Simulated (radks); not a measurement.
Problem. Excited configurations of Re LXII: one electron is placed in a higher orbital outside [Ne] 3s2 3p1. The ground configuration is [Ne] 3s2 3p2. Calculated with a radial shooting solver on a logarithmic mesh with Libxc functionals: Dirac Kohn-Sham, PBEsol, spin-unpolarised, spherical densities, point nucleus; open shells are shared between the two j in proportion to 2j + 1. Excitation = E - E(ground); binding = E(ion) - E, where the ion is the core of charge +62; n* = 62/sqrt(2 binding) in atomic units. These energies are relativistic, and a one-electron ion of charge +62 with no core already has n* below n in this formula (Dirac formula, point nucleus, mean over j: 3d 2.984, 4d 3.978, 5s 4.907, 5p 4.945, 5d 4.974, 5f 4.986, 7p 6.940, 7d 6.970). The quantum defect is therefore taken as that value minus n*, so that it holds no relativistic shift of the bare ion. Eigenvalue and <r> are those of j = l + 1/2.

outer orbital  excitation (eV)  binding (eV)     n*  quantum defect  eigenvalue (eV)  <r> (bohr)
3d                      412.28        6159.3  2.914           0.070          -6048.2      0.1589
4d                      3156.1        3415.4  3.913           0.065          -3366.0      0.3232
5s                      4230.5        2341.1  4.727           0.181          -2323.1      0.5400
5p                      4318.7        2252.8  4.818           0.126          -2208.8      0.5519
5d                      4400.2        2171.4  4.908           0.066          -2145.2      0.5360
5f                      4443.6        2127.9  4.958           0.028          -2104.6      0.4981
7p                      5444.5        1127.0  6.812           0.128          -1109.6       1.115

Estimate the row for 7d.

Solution. excitation (eV) 5473.0; binding (eV) 1098.5; n* 6.900; quantum defect 0.070; eigenvalue (eV) -1087.2; <r> (bohr) 1.106. The Delta-SCF ionisation energy is 6571.5 eV (NIST Atomic Spectra Database: 6810 eV, theoretical). Self-interaction in the functional shifts the binding energies and quantum defects, so they are the method's values and not measured ones. Spin polarisation and multiplet splitting are left out, so open shells lie too high by an amount that depends on their filling. Sharing an open shell by 2j + 1 raises it above the true ground level by a part of the spin-orbit splitting, which enters the differences from NIST.

Beside tabulated values, note that spin-unpolarised runs miss the spin-polarisation part of the exchange energy of open shells.
